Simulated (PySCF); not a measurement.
Si(Cl)3(NH2) (Cl₃H₂NSi), SMILES N[Si](Cl)(Cl)Cl.

Coordinates come from a B3LYP-D3(BJ)/def2-SVP optimisation. Other conformers were not sampled.

These are PySCF with PBE/def2-TZVP values and carry that method's errors.

The molecule is in vacuum.

Q: Estimate the frontier levels, gap, dipole moment and polarisability. (An estimate is asked for; the answer gives what the named calculation found.)

A: 
```json
{
 "highest_occupied_level": "-6.87 eV",
 "lowest_empty_level": "-1.10 eV",
 "orbital_gap": "5.78 eV",
 "dipole_moment": "2.46 D",
 "quadrupole, principal values (traceless, Buckingham form, about the centre of nuclear charge)": "-6.75, -0.90, 7.65 D·Å",
 "mean_static_polarisability": "66.7 bohr³ (9.88 Å³)",
 "polarisability_principal_values": "61.4, 68.7, 69.9 bohr³"
}
```
